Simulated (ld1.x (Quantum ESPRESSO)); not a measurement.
# Cutoff test, Sb, ultrasoft

* Element: antimony
* Generator: ld1.x (Quantum ESPRESSO) 7.5
* Type: ultrasoft
* Functional: PBE
* Relativity: scalar-relativistic
* Frozen core: [Kr]
* Valence charge: 15
* Reference configuration: 4d10 5s2 5p3
* Partial waves: 5s (bound): rcut 1.40, rcutus 1.90 bohr; 5s channel at 2.25 Ry: rcut 1.40, rcutus 1.90 bohr; 5p (bound): rcut 1.65, rcutus 2.00 bohr; 5p channel at 0.9 Ry: rcut 1.65, rcutus 2.00 bohr; 4d (bound): rcut 1.10, rcutus 1.25 bohr; 4d channel at -0.55 Ry: rcut 1.10, rcutus 1.25 bohr
* Local potential: all-electron potential smoothed inside 1.20 bohr (lloc = -2)
* Core correction: Bessel-smoothed model core, default radius (core density twice the valence density)
* Augmentation charge: PSQ, inside the norm-conserving radii

The pseudo-atom Hamiltonian at the reference potential is diagonalised in spherical Bessel functions j_l(qr) that vanish at 20 bohr, with q² up to the cutoff. All-electron valence levels (Ry): 5s -0.9430, 5p -0.3548, 4d -2.4628.

**Question.** How do the lowest levels (Ry) of each channel move with the cutoff, and are there ghosts?

**Answer.**

```tsv
cutoff (Ry)	s #1	s #2	p #1	p #2	d #1	f #1	Σ f·Δε (mRy)
8	-0.9373	-0.0352	-0.3522	0.0235	-0.0711	0.1093	23937.3
15	-0.9428	-0.0360	-0.3547	0.0233	-0.5405	0.1093	19224.7
30	-0.9430	-0.4102	-0.3548	0.0233	-1.8000	0.1093	6628.6
45	-0.9431	-0.8292	-0.3549	0.0233	-2.3204	0.1093	1424.3
60	-0.9431	-0.8369	-0.3549	0.0233	-2.4539	0.1093	89.1
90	-0.9431	-0.8380	-0.3549	0.0233	-2.4616	0.1093	12.9
140	-0.9431	-0.8387	-0.3549	0.0233	-2.4627	0.1093	1.4
200	-0.9431	-0.8387	-0.3549	0.0233	-2.4628	0.1093	0.3
400	-0.9431	-0.8387	-0.3549	0.0233	-2.4628	0.1093	0.0
```

Result: ghost state, extra bound levels that the all-electron valence spectrum of the same l lacks: s at -11.4 eV (a true bound ghost makes a file unfit for plane-wave use); 10 mRy is reached at 100 Ry and 1 mRy at 160 Ry.
